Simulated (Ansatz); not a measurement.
Reaction (formal exchange of groups at the As–O bond): `O[AsH]O` + GeH₄ → `O[AsH][GeH3]` + H₂O

Program: Ansatz. Geometries: PBE0-D4/def2-TZVP. ΔE: electronic, gas phase. CCSD(T)/CBS is the MP2 limit (def2-TZVPP, def2-QZVPP) plus CCSD(T) − MP2 in def2-TZVPP, frozen cores. This one scheme is used for every species. DFT in def2-TZVPP. For As, Ge outer-core shells are correlated without core-valence functions, which leaves a few kJ/mol of doubt a bond. Scalar relativity is left out up to krypton. Each species was taken in one conformer, which may not be the lowest.

| level | ΔE (kcal/mol) |
| --- | --- |
| ωB97X-V | -3.0 |
| ωB97M-V | -3.8 |
| r2SCANh | -4.4 |
| r2SCAN0 | -5.1 |

Task: What does CCSD(T)/CBS give? (Estimate.)

Result: Computed: -5.3 kcal/mol. The listed levels differ from it by 2.3, 1.5, 0.9, 0.2 kcal/mol.

Task: What do rigid-rotor, harmonic-oscillator terms from PBE0-D4/def2-TZVP frequencies (298.15 K, 1 bar) make of the CCSD(T)/CBS value? (An estimate is asked.)

Result: The calculation gave: ΔZPE = +0.4 kcal/mol, ΔH = -4.0 kcal/mol, ΔS = 21 J/(mol·K), ΔG = -5.5 kcal/mol.

Largest T1 diagnostic among the species: 0.013.

From BLYP to BHLYP (50 % exact exchange), in def2-TZVPP and without D4, ΔE moves by −1.1 kcal/mol. In def2-TZVPP, CCSD(T) changes the Hartree–Fock value by −2.0 kcal/mol (the triples alone add +0.1 kcal/mol) and MP2 by −2.2 kcal/mol. Leaving LDA and LC-ωPBE aside and taking each functional with its dispersion term where it has one, the values, not all of them listed here, spread over 5.4 kcal/mol, from HSE06-D4 to B97M-V.
